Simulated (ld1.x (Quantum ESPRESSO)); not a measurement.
## An all-electron radial function and its pseudo partner (Au (Z = 79))

Columns: radius, all-electron u(r) and pseudo u(r) of the 6s shell (level -9.74 eV) of gold in the configuration [Xe] 4f14 5d10 6s0.5 6p0; LDA (PZ), scalar-relativistic, TM scheme, ld1.x (Quantum ESPRESSO) 7.5.

| r (bohr) | all-electron | pseudo |
| --- | --- | --- |
| 0.118 | 0.1302 | -0.0122 |
| 0.235 | -0.0886 | -0.0252 |
| 0.353 | -0.1919 | -0.0399 |
| 0.470 | 0.0099 | -0.0572 |
| 0.588 | 0.2232 | -0.0783 |
| 0.705 | 0.3187 | -0.1042 |
| 0.822 | 0.2986 | -0.1361 |
| 0.940 | 0.2003 | -0.1755 |
| 1.058 | 0.0637 | -0.2230 |
| 1.175 | -0.0813 | -0.2778 |
| 1.292 | -0.2189 | -0.3394 |
| 1.410 | -0.3412 | -0.4057 |
| 1.528 | -0.4434 | -0.4725 |
| 1.645 | -0.5246 | -0.5349 |
| 1.763 | -0.5874 | -0.5895 |
| 1.880 | -0.6326 | -0.6324 |
| 1.998 | -0.6633 | -0.6630 |
| 2.115 | -0.6811 | -0.6810 |
| 2.232 | -0.6886 | -0.6886 |
| 2.350 | -0.6875 | -0.6875 |
| 2.468 | -0.6793 | -0.6793 |
| 2.585 | -0.6656 | -0.6656 |
| 2.702 | -0.6476 | -0.6476 |
| 2.820 | -0.6261 | -0.6261 |
| 2.938 | -0.6021 | -0.6021 |
| 3.055 | -0.5766 | -0.5766 |

(1) How many radial nodes do the two functions have?

(2) At about which radius was the pseudo-wave matched?

(3) Is the pseudo-wave norm-conserving?

## Answers

(1) The all-electron 6s function has n − l − 1 = 5 (the table is too coarse to show those close to the nucleus); the pseudo-wave has 0, since the states of the same l below it are removed with the core.

(2) 2.35 bohr. The columns agree to 0.0005 from 1.88 bohr on; several derivatives are matched, so the curves merge somewhat inside the radius.

(3) Yes: the TM scheme keeps the norm inside the radius equal to the all-electron one, which fixes the energy derivative of the logarithmic derivative at the level.
